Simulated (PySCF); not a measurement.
**Correlation energy of Nb(2+) (niobium, charge +2)**

[Kr] 4d3, high-spin 4F determinant. Calculation: PySCF 2.14, in x2c-QZVPPall (13s8p7d3f2g, 111 functions); the spin-free X2C one-electron Hamiltonian (Gaussian nucleus). Frozen: [Kr]; 3 electrons correlated.

| level | correlation energy (mhartree) |
| --- | --- |
| CCSD | -19.43 |
| (T) | -0.11 |
| CCSD(T) | -19.54 |

Diagnostics: T1 = 0.00097, D1 = 0.0014, largest double amplitude 0.017.

**Question.** Is a single reference adequate?

**Answer.** Yes, within this model without spin-orbit coupling: T1 lies below 0.03 and no double amplitude reaches 0.07.
